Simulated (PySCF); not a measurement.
## How methods differ on the ionisation energy of Eu³⁷⁺

Eu³⁷⁺ [Ar] 3d8 [3d3/2^4 3d5/2^4, M_J = 4] → Eu³⁸⁺ [Ar] 3d7 [3d3/2^4 3d5/2^3, M_J = 9/2], as a difference of total energies. All numbers are calculated (PySCF 2.14, the two-component X2C-1e Hamiltonian, in an uncontracted even-tempered set (16 s from 7.3 bohr⁻², ratio 2.8; 12 p from 9.5 bohr⁻², ratio 2.8; 8 d from 9.5 bohr⁻², ratio 2.8; 3 f from 36 bohr⁻², ratio 3)). Correlated levels: [Ne] frozen; the 74 highest virtual spinors dropped. "Screened" scales the spin-orbit matrix elements by Boettger's factors to mimic the two-electron term; Breit and QED terms are absent.

```json
{"method": "GHF (spin-free)", "ionisation energy (eV)": "2707.1"}
{"method": "GMP2 (spin-free)", "ionisation energy (eV)": "2708.3"}
{"method": "GHF (screened spin-orbit)", "ionisation energy (eV)": "2697.0"}
{"method": "GMP2 (screened spin-orbit)", "ionisation energy (eV)": "2698.1"}
```

Breit and QED terms and the two-electron picture change are absent.

The spin-free rows relax to the high-spin LS determinant and lack the spin-orbit shift.

The labels give the starting determinants; with spin-orbit coupling the two ends relaxed to ⟨J²⟩ = 20.00, ⟨L²⟩ = 12.81, ⟨S²⟩ = 1.83 and ⟨J²⟩ = 24.75, ⟨L²⟩ = 15.15, ⟨S²⟩ = 2.74.

For comparison: 2697 ± 4 eV (theoretical estimate listed by NIST; NIST Atomic Spectra Database, ionization energies).
